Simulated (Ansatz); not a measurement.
BH5N (SMILES B[NH3+]) moved off its minimum; all values from Ansatz (a program for electronic structure), cores frozen in correlated methods.
(charge 1, multiplicity 1)
```xyz
7

B      0.95166     0.14017     0.00931
N     -0.65223    -0.06919    -0.02878
H      1.57085    -0.85653     0.19458
H      1.37626     1.15700    -0.19621
H     -1.05122     0.07837     0.84166
H     -0.84048    -0.98067    -0.27268
H     -1.17860     0.57939    -0.51770
```

Question: Give the forces (eV/Å), the total energy and the dipole at CCSD(T)/aug-cc-pVTZ.

Answer: 
```
atom      Fx      Fy      Fz
----  ------  ------  ------
B1    -1.156  -1.801   0.048
N2     3.708   1.115   0.316
H3    -0.295   0.118   0.083
H4     0.351   1.687  -0.226
H5    -0.668  -0.019   3.109
H6    -0.893  -2.738  -1.000
H7    -1.047   1.638  -2.331
```
Energy -82.1794 hartree.
